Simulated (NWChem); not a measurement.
System: C3H9OSi, doublet; SMILES C[Si](C)(C)[O]

Here is an NWChem input.

```
start job
memory heap 200 mb stack 900 mb global 1100 mb
geometry units angstroms noautosym nocenter noautoz
  C      1.559235     0.901138    -0.513736
  Si    -0.016935    -0.009254    -0.027533
  C     -0.010125    -1.771242    -0.667910
  C     -1.544585     0.914501    -0.601051
  O      0.092638     0.024169     1.659780
  H      1.612840     0.955876    -1.613527
  H      1.566287     1.925281    -0.113114
  H      2.452863     0.374189    -0.148586
  H     -0.895094    -2.325142    -0.317114
  H     -0.018628    -1.792002    -1.769785
  H      0.885063    -2.308498    -0.319119
  H     -1.587405     0.959771    -1.701379
  H     -1.546028     1.943752    -0.211177
  H     -2.463603     0.418148    -0.251718
end
basis spherical
  * library def2-svp
end
dft
  odft
  mult 2
  xc b3lyp
  iterations 150
end
cosmo
  do_cosmo_smd true
  solvent meg
end
task dft energy
```

The radical's symmetric form is orbitally degenerate, so geometry and low modes hang on which distorted state is reached. All runs use the structure optimised with PBE0/def2-SVP, spin-unrestricted. No stability test was run on the SCF state. Solvent: ethylene glycol.

Level: B3LYP/def2-SVP with SMD (1 M gas to 1 M solution), gas-phase geometry. Reactions with the solvent are ignored.

Task: What results follow from this input? (B3LYP/def2-SVP, spin-unrestricted, SMD on the gas-phase geometry.) Quantities: solvation free energy (kcal/mol); cavity-dispersion-structure term (kcal/mol); dipole in solution (D).

Result: 
- solvation free energy (kcal/mol) = -0.6
- cavity-dispersion-structure term (kcal/mol) = 4.7
- dipole in solution (D) = 3.30
